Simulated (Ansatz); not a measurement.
`O[SiH2]O[SiH](Cl)Cl` + `O[SiH2]F` → `O[SiH](F)[SiH](Cl)Cl` + `O[SiH2]O`  (formal exchange of groups at the Si–O bond)

Gas-phase electronic energies from Ansatz, PBE0-D4/def2-TZVP geometries. CBS: MP2 limit from def2 TZ/QZ plus the TZ coupled-cluster correction, frozen cores. Functionals use def2-TZVPP. B3LYP here is the variant with VWN-RPA as its local correlation; programs differ in this. Each species was taken in one conformer, which may not be the lowest.

(1) Is it downhill or uphill in electronic energy at CCSD(T)/CBS, and by how much? (An estimate is asked.)

(2) What do these levels give: PBE0-D4, B3LYP-D4, B2PLYP, HF/def2-TZVPP, SCS-MP2/def2-TZVPP, MP2/def2-QZVPP? (An estimate is asked.)

Largest T1 diagnostic among the species: 0.011.

## Answers

(1) Computed: Uphill: ΔE = +1.48 eV.

(2) Ansatz gave: PBE0-D4 1.28, B3LYP-D4 1.43, B2PLYP 1.49, HF/def2-TZVPP 1.74, SCS-MP2/def2-TZVPP 1.59, MP2/def2-QZVPP 1.57 eV.

From PBE to PBE0 (25 % exact exchange), in def2-TZVPP and without D4, ΔE moves by +0.12 eV. In def2-TZVPP, CCSD(T) changes the Hartree–Fock value by −0.24 eV (the triples alone add −0.04 eV) and MP2 by −0.17 eV.
